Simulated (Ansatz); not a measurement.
Basis-set extrapolation for CH₆N₂Si₂ (`NC1=N[SiH]1[SiH3]`) (PBE0-D4/def2-TZVP geometry, frozen core, the Gaussian-basis code of Ansatz). Multiplicity 1, RHF reference.

```tsv
	def2-TZVPP	def2-QZVPP
HF	-728.160256	-728.185284
MP2 correlation	-0.805481	-0.862208
CCSD(T) correlation	-0.886462	not run
```

Energies in hartree. Use E(X) = E(∞) + A·exp(−7.88·√X) for Hartree–Fock and E(X) = E(∞) + B·X^(−2.97) for correlation, with X = 3 and 4, and add CCSD(T) minus MP2 of the smaller set to the MP2 limit.

**Question.** What is the CCSD(T) energy at the basis-set limit?

**Answer.** HF limit: -728.185284 + (-0.025028) × 0.13774 = -728.18873. MP2 limit: -0.862208 + (-0.056727) × 0.74074 = -0.90423. Higher-order term: -0.886462 − (-0.805481) = -0.08098. Total: -729.17394 hartree, 3.46 eV below CCSD(T)/def2-TZVPP.
